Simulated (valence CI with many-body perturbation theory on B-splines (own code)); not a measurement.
## E1 transitions of Zr XXXIV

Method: valence CI with perturbative core correlation (CI+MBPT): five valence electrons over a frozen Dirac-Fock core [He], radial functions for each j: 11 s, 11 p, 10 d, 8 f, 5 g, 2 h, with the one-electron correlation potential Σ1, the two-electron term Σ2, the three-electron term Σ3, Breit, model QED; selected CI, second order for the rest, scaled by the run's own slope (own B-spline code, finite nucleus).

The last digits are not significant, and no measured levels were compared; by estimate large intervals hold to a few tenths of a per cent, small ones and those within an open d or f shell to about a per cent. Among the levels kept, up to 10000 cm⁻¹ of a level comes from second order outside the variational space, and about a tenth of that is noise between levels of different J, which matters for small intervals.

Lines 151 to 200 of 595 in falling wavelength, among levels below 23574 × 10³ cm⁻¹, chosen from the strongest by gf and those to the six lowest levels. Wavelengths and rates use the calculated energies. Electric multipoles are in the length gauge, E1 and E2 with the static RPA response of the core. Weak lines are less certain than strong ones. Lines between different terms over intervals too small for the method are left out, as are lines whose strength nearly cancels. The highest levels of a list are the least certain.

Levels are named by their leading jj configuration (3d3/2^4 stands for four electrons in 3d with j = 3/2), which in mixed levels can hold well under half, so a name can repeat and another be missing. Letters in brackets count levels of one name in rising energy.

```
λ vac (nm)                               Upper                               Lower   A (s⁻¹)  log gf  Branch %
     15.91  (2s 2p1/2 2p3/2^2 3p3/2) J=5/2 [b]     (2s 2p1/2 2p3/2^2 3s) J=5/2 [b]  5.17e+09   -0.93       0.0
     15.91  (2s 2p1/2^2 2p3/2 3p3/2) J=3/2 [b]         (2s 2p1/2^2 2p3/2 3s) J=1/2  7.95e+09   -0.92       0.0
     15.88          (2s^2 2p1/2^2 3d3/2) J=3/2          (2s^2 2p1/2^2 3p1/2) J=1/2  1.29e+10   -0.71       0.1
     15.88  (2s 2p1/2 2p3/2^2 3d3/2) J=3/2 [d]  (2s 2p1/2 2p3/2^2 3p1/2) J=1/2 [b]  6.18e+09   -1.03       0.0
     15.84        (2s 2p3/2^3 3p3/2) J=5/2 [a]               (2s 2p3/2^3 3s) J=5/2  9.63e+09   -0.66       0.1
     15.84  (2s 2p1/2 2p3/2^2 3d3/2) J=7/2 [c]  (2s 2p1/2 2p3/2^2 3p1/2) J=5/2 [c]  2.92e+09   -1.06       0.0
     15.80      (2s^2 2p3/2^2 3d5/2) J=5/2 [a]          (2s^2 2p3/2^2 3p3/2) J=5/2  4.57e+09   -0.99       0.0
     15.79      (2s^2 2p3/2^2 3d3/2) J=3/2 [b]          (2s^2 2p3/2^2 3p1/2) J=1/2  1.23e+10   -0.74       0.0
     15.77  (2s 2p1/2 2p3/2^2 3d3/2) J=5/2 [c]  (2s 2p1/2 2p3/2^2 3p1/2) J=3/2 [c]  5.50e+09   -0.91       0.0
     15.71  (2s 2p1/2 2p3/2^2 3d5/2) J=5/2 [d]  (2s 2p1/2 2p3/2^2 3p1/2) J=3/2 [b]  4.79e+09   -0.97       0.0
     15.67  (2s 2p1/2 2p3/2^2 3d3/2) J=3/2 [d]  (2s 2p1/2 2p3/2^2 3p1/2) J=3/2 [b]  5.13e+09   -1.12       0.0
     15.66  (2s^2 2p1/2 2p3/2 3d3/2) J=3/2 [a]      (2s^2 2p1/2 2p3/2 3p1/2) J=1/2  7.42e+09   -0.96       0.0
     15.65  (2s^2 2p1/2 2p3/2 3p3/2) J=5/2 [b]     (2s^2 2p1/2 2p3/2 3s) J=3/2 [b]  1.21e+10   -0.57       2.7
     15.59  (2s 2p1/2 2p3/2^2 3d3/2) J=7/2 [a]  (2s 2p1/2 2p3/2^2 3p1/2) J=5/2 [a]  8.51e+09   -0.61       0.1
     15.59  (2s 2p1/2 2p3/2^2 3d3/2) J=7/2 [b]      (2s 2p1/2 2p3/2^2 3p1/2) J=7/2  4.02e+09   -0.93       0.0
     15.24  (2s^2 2p1/2 2p3/2 3d3/2) J=1/2 [a]      (2s^2 2p1/2 2p3/2 3p1/2) J=1/2  1.16e+10   -1.09       0.1
     15.23  (2s 2p1/2^2 2p3/2 3d3/2) J=1/2 [b]      (2s 2p1/2^2 2p3/2 3p1/2) J=1/2  1.28e+10   -1.05       0.1
     14.95  (2s 2p1/2 2p3/2^2 3d5/2) J=9/2 [b]      (2s 2p1/2 2p3/2^2 3p1/2) J=7/2  3.59e+09   -0.92       2.3
     14.91  (2s^2 2p1/2 2p3/2 3p3/2) J=5/2 [b]         (2s^2 2p1/2 2p3/2 3s) J=5/2  8.27e+09   -0.78       1.8
     14.60  (2s 2p1/2^2 2p3/2 3p3/2) J=5/2 [a]         (2s 2p1/2^2 2p3/2 3s) J=5/2  8.96e+09   -0.77       0.0
     14.19  (2s^2 2p1/2 2p3/2 3d3/2) J=5/2 [b]      (2s^2 2p1/2 2p3/2 3p1/2) J=5/2  4.70e+09   -1.07       0.0
     14.14  (2s 2p1/2 2p3/2^2 3p3/2) J=3/2 [f]     (2s 2p1/2 2p3/2^2 3s) J=3/2 [c]  9.80e+09   -0.93       0.1
     14.02  (2s^2 2p1/2 2p3/2 3p3/2) J=1/2 [b]     (2s^2 2p1/2 2p3/2 3s) J=3/2 [b]  2.24e+10   -0.88       2.8
     13.76      (2s^2 2p3/2^2 3p3/2) J=3/2 [a]             (2s^2 2p3/2^2 3s) J=3/2  2.12e+10   -0.62       1.7
     12.51  (2s 2p1/2^2 2p3/2 3d5/2) J=7/2 [a]      (2s 2p1/2^2 2p3/2 3p1/2) J=5/2  4.42e+09   -1.08       0.0
     10.01         (2s 2p1/2 2p3/2^2 3s) J=7/2             (2s^2 2p3/2^2 3s) J=5/2  9.74e+09   -0.93       0.1
     9.951       (2p1/2^2 2p3/2^2 3p1/2) J=5/2  (2s 2p1/2 2p3/2^2 3p1/2) J=3/2 [d]  8.73e+09   -1.11       0.0
     9.559          (2s 2p1/2^2 2p3/2^2) J=5/2          (2s^2 2p1/2 2p3/2^2) J=5/2  2.93e+09   -1.62       6.7
     8.575          (2s 2p1/2^2 2p3/2^2) J=5/2          (2s^2 2p1/2 2p3/2^2) J=3/2  8.73e+09   -1.24      20.1
     8.197            (2s 2p1/2 2p3/2^3) J=5/2                (2s^2 2p3/2^3) J=3/2  1.06e+10   -1.19       8.1
     8.143          (2s 2p1/2^2 2p3/2^2) J=1/2          (2s^2 2p1/2 2p3/2^2) J=1/2  1.08e+10   -1.67       7.9
     7.704             (2p1/2^2 2p3/2^3) J=3/2        (2s 2p1/2 2p3/2^3) J=3/2 [b]  3.22e+10   -0.94       8.5
     7.401       (2p1/2^2 2p3/2^2 3p1/2) J=3/2  (2s 2p1/2 2p3/2^2 3p1/2) J=5/2 [b]  3.33e+10   -0.96       0.1
     7.383               (2p1/2 2p3/2^4) J=1/2                  (2s 2p3/2^4) J=1/2  5.27e+10   -1.07      11.1
     7.208          (2s 2p1/2^2 2p3/2^2) J=3/2          (2s^2 2p1/2 2p3/2^2) J=5/2  8.00e+09   -1.60       4.2
     6.748          (2p1/2^2 2p3/2^2 3s) J=3/2     (2s 2p1/2 2p3/2^2 3s) J=5/2 [b]  6.10e+10   -0.78       0.4
     6.713       (2p1/2^2 2p3/2^2 3p1/2) J=5/2      (2s 2p1/2 2p3/2^2 3p1/2) J=7/2  4.23e+10   -0.77       0.2
     6.707        (2s 2p1/2 2p3/2^3) J=3/2 [b]                (2s^2 2p3/2^3) J=3/2  1.62e+10   -1.36       4.1
     6.684          (2p1/2^2 2p3/2^2 3s) J=5/2         (2s 2p1/2 2p3/2^2 3s) J=7/2  2.50e+10   -1.00       0.7
     6.491        (2s 2p3/2^3 3p3/2) J=5/2 [a]         (2s 2p1/2 2p3/2^2 3s) J=7/2  2.32e+10   -1.06       0.2
     6.373             (2p1/2^2 2p3/2^3) J=3/2            (2s 2p1/2 2p3/2^3) J=5/2  6.84e+10   -0.78      18.1
     6.147  (2s 2p1/2 2p3/2^2 3d5/2) J=9/2 [a]  (2s^2 2p1/2 2p3/2 3d5/2) J=7/2 [a]  2.22e+10   -0.90      62.4
     6.127  (2s 2p1/2 2p3/2^2 3p3/2) J=7/2 [b]  (2s^2 2p1/2 2p3/2 3p3/2) J=5/2 [b]  1.94e+10   -1.06       0.1
     6.090     (2s 2p1/2 2p3/2^2 3s) J=5/2 [a]     (2s^2 2p1/2 2p3/2 3s) J=3/2 [a]  4.08e+10   -0.87       0.4
     6.041  (2s 2p1/2 2p3/2^2 3p3/2) J=7/2 [a]  (2s^2 2p1/2 2p3/2 3p3/2) J=5/2 [a]  2.28e+10   -1.00       0.3
     5.964  (2s 2p1/2 2p3/2^2 3p1/2) J=5/2 [a]  (2s^2 2p1/2 2p3/2 3p1/2) J=3/2 [a]  3.02e+10   -1.01       0.2
     5.896     (2s 2p1/2 2p3/2^2 3d5/2) J=11/2      (2s^2 2p1/2 2p3/2 3d5/2) J=9/2  1.73e+10   -0.97      68.7
     5.818         (2s 2p1/2 2p3/2^2 3s) J=7/2         (2s^2 2p1/2 2p3/2 3s) J=5/2  2.92e+10   -0.93       0.2
     5.816      (2s 2p1/2 2p3/2^2 3d3/2) J=9/2      (2s^2 2p1/2 2p3/2 3d3/2) J=7/2  1.59e+10   -1.09      31.9
     5.813      (2s 2p1/2 2p3/2^2 3p3/2) J=9/2      (2s^2 2p1/2 2p3/2 3p3/2) J=7/2  1.96e+10   -1.00      26.6
```

Question: How does gf follow from A for the line at 13.76 nm?

Answer: gf = 1.4992 × (2J+1)_upper × A / σ², with σ = 726830 cm⁻¹ and 2J+1 = 4: gf = 0.240.
